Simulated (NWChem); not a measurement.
C$_{3}$H$_{5}$BFN; SMILES C=C=CB(N)F

```xyz
11

C      0.2511    -2.7108     0.0000
C     -0.3091    -1.5306     0.0000
C     -0.8510    -0.3334     0.0000
B      0.0056     0.9728     0.0000
N     -0.5793     2.2440     0.0000
F      1.3446     0.8916     0.0000
H      0.4963    -3.2203     0.9375
H      0.4963    -3.2203    -0.9375
H     -1.9486    -0.2764     0.0000
H     -0.0260     3.0906     0.0000
H     -1.5774     2.3949     0.0000
```
Atoms are numbered in this order, from 1.

Results from NWChem. Pople sets run with spherical d functions. STO-3G and 3-21G are far too small for this property and stand as cheap habits. All runs use the structure optimised with PBE0/def2-SVP. B3LYP is NWChem's, with the RPA form of VWN correlation. Field at 589 nm.

| level | isotropic polarisability (bohr³) | anisotropy (bohr³) |
|---|---|---|
| B3LYP/STO-3G | 32.8 | 51.9 |
| B3LYP/6-31G* | … | … |
| B3LYP/def2-SVP | 55.6 | 63.9 |

Question: Complete the blanks.

Answer: 
- B3LYP/6-31G*, isotropic polarisability (bohr³): 52.8
- B3LYP/6-31G*, anisotropy (bohr³): 64.8
